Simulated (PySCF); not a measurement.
**Correlation energy of Sb⁻ (antimony, charge -1)**

[Kr] 4d10 5s2 5p4, high-spin 3P determinant. All numbers are calculated (PySCF 2.14, a scalar-relativistic core potential, in def2-TZVPPD with the def2 core potential (28 electrons) (7s5p4d2f, 56 functions)). Frozen: nothing; 24 electrons correlated.

MP2 pair energies summed by pair of shells (mhartree):

| pair | energy | share (%) |
| --- | --- | --- |
| 4d-4d | -139.02 | 37.7 |
| 4d-5p | -45.97 | 12.5 |
| 4d-5s | -40.92 | 11.1 |
| 5s-5p | -37.78 | 10.2 |
| 5p-5p | -36.59 | 9.9 |
| 4p-4d | -30.06 | 8.2 |
| 4p-4p | -9.47 | 2.6 |
| 5s-5s | -8.19 | 2.2 |
| 4s-4d | -7.77 | 2.1 |
| 4p-5s | -4.44 | 1.2 |
| 4s-4p | -3.78 | 1.0 |
| 4p-5p | -3.21 | 0.9 |
| 4s-4s | -0.89 | 0.2 |
| 4s-5s | -0.35 | 0.1 |
| 4s-5p | -0.24 | 0.1 |

Total MP2 correlation energy: -368.69 mhartree.

Same-spin part -130.26 and opposite-spin part -238.44 mhartree; SCS-MP2 scales them by 1/3 and 6/5 to -329.54 mhartree.

The basis has no tight functions for the innermost shells, so their pair energies are far from complete.

This basis was not built for core-valence correlation, so the inner-shell part is incomplete.
